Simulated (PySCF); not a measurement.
A species of formula C2H11N3Si3 has this rotational fingerprint, computed with PBE0/pcSseg-1 in PySCF (dipole) on a GFN2-xTB geometry, gas phase:

| Quantity | Value |
| --- | --- |
| Rotational constants | A = 1550, B = 683.6, C = 644.8 MHz |
| Dipole components | \|μa\| = 0.04 D, \|μb\| = 3.69 D, \|μc\| = 1.60 D |
| Inertial defect | -281.62 u·Å² |
| κ | -0.91 |

**Question.** Which candidate fits, each taken in the one conformer that was computed?
A. `[CH3:1][NH:2][Si@@H:3]([C:4]#[N:5])[N:6]([SiH3:7])[SiH3:8]` with C1–N2–Si3–C4 52°, N2–Si3–N6–Si7 139°
B. `[N:1]#[C:2][CH2:3][Si@@H:4]([NH:5][SiH3:6])[SiH2:7][NH2:8]` with C2–C3–Si4–N5 -62°, C3–Si4–N5–Si6 -56°, C3–Si4–Si7–N8 119°, Si4–Si7–N8–H 50° and -172°
C. `[CH:1]#[C:2][Si:3]([NH2:4])([NH2:5])[N:6]([SiH3:7])[SiH3:8]` with C2–Si3–N4–H 51° and -176°, C2–Si3–N5–H -155° and 67°, C2–Si3–N6–Si7 90°
D. `[N:1]#[C:2][Si@@:3]([NH2:4])([CH2:5][SiH3:6])[NH:7][SiH3:8]` with C2–Si3–N4–H 75° and -62°, C2–Si3–C5–Si6 -59°, C2–Si3–N7–Si8 -52°
E. `[CH3:1][NH:2][SiH2:3][N:4]([SiH3:5])[SiH2:6][C:7]#[N:8]` with C1–N2–Si3–N4 -178°, N2–Si3–N4–Si5 -129°, Si3–N4–Si6–C7 -115°

**Answer.** D. It is N#C[Si@@](N)(C[SiH3])N[SiH3], a near-prolate asymmetric top, point group C1. The candidates at the same level (rigid rotor, commonest isotopes):

```tsv
SMILES	A (MHz)	B (MHz)	C (MHz)	μa (D)	μb (D)	μc (D)	Δ (u·Å²)	point group	rotor
CN[SiH2]N([SiH3])[SiH2]C#N	1350	831.0	613.1	2.87	1.50	1.25	-158.28	C1	asymmetric top
N#CC[Si@@H](N[SiH3])[SiH2]N	1338	763.5	561.8	1.43	3.62	1.66	-140.15	C1	asymmetric top
CN[Si@@H](C#N)N([SiH3])[SiH3]	1498	761.3	734.4	1.00	4.00	0.54	-313.03	C1	near-prolate asymmetric top
C#C[Si](N)(N)N([SiH3])[SiH3]	1333	939.0	827.5	0.13	0.54	1.25	-306.56	–	asymmetric top
N#C[Si@@](N)(C[SiH3])N[SiH3]	1550	683.6	644.8	0.04	3.69	1.60	-281.62	C1	near-prolate asymmetric top
```

`C#C[Si](N)(N)N([SiH3])[SiH3]` has B 37 % too high; `CN[Si@@H](C#N)N([SiH3])[SiH3]` has C 14 % too high; `CN[SiH2]N([SiH3])[SiH2]C#N` has B 22 % too high; `N#CC[Si@@H](N[SiH3])[SiH2]N` has A 14 % too low. No structure here is proved a minimum.
